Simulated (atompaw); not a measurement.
## Before and after: PAW (atompaw) potential for Ge

atompaw 4.2.0.5 input, output lines left out:

```
Ge 32
GGA-PBE loggrid 1500 logderivrange -11 5 401
4 4 3 0 0 0
4 1 1.5
0 0 0
c
c
c
v
c
v
v
v
2
1.45 1.20 1.30 0.95
y
4.25
n
n
y
-2.05
n
custom rrkj gramschmidtortho sinc
3 0.5 troulliermartins
0.65
0.65
0.85
1.45
1.45
1.45
```

Change: reference 3p6 3d10 4s2 4p0.5.

Cutoffs: the cutoffs (Ry, on a coarse ladder) from which the occupation-weighted sum of valence levels, in a spherical-Bessel basis at the reference potential, stays within 10 and 1 mRy of its value at 400 Ry; they do not see the model core or the augmentation charge, which bear on the density cutoff.

What does the change do?

The potential gets harder (120 Ry and 230 Ry → 140 Ry and 230 Ry); both files keep a bound ghost (s); the range in which the d phases agree narrows (upper end 4.0 → 1.8).

```tsv
quantity	base	changed
cutoff, loose	120 Ry	140 Ry
cutoff, tight	230 Ry	230 Ry
loose cutoff by channel (10 mRy a level)	s 35 Ry, p 100 Ry, d 45 Ry	s 40 Ry, p 100 Ry, d 40 Ry
bound ghosts	s	s
s: phases at 1.45 bohr within 0.05 rad from the reference energy up to (Ry; the scan ends near 5)	to the end of the scan	to the end of the scan
p: phases at 1.45 bohr within 0.05 rad from the reference energy up to (Ry; the scan ends near 5)	1.7	1.1
d: phases at 1.45 bohr within 0.05 rad from the reference energy up to (Ry; the scan ends near 5)	4.0	1.8
lowest overlap eigenvalue by channel	s 0.51, p 0.49, d 1.00	s 0.51, p 0.49, d 0.25
```

Base: The 4s radius (0.65 bohr) lies inside the outermost node of the all-electron wave (0.78 bohr), which a nodeless pseudo-wave cannot match soundly. Changed file: The 4s radius (0.65 bohr) lies inside the outermost node of the all-electron wave (0.78 bohr), which a nodeless pseudo-wave cannot match soundly. A true bound ghost makes a file unfit for plane-wave use even where its test errors are small: the radial tests pick states by their node count and pass the ghost by. The cutoffs see the waves, projectors and local potential, not the compensation charge or the core.
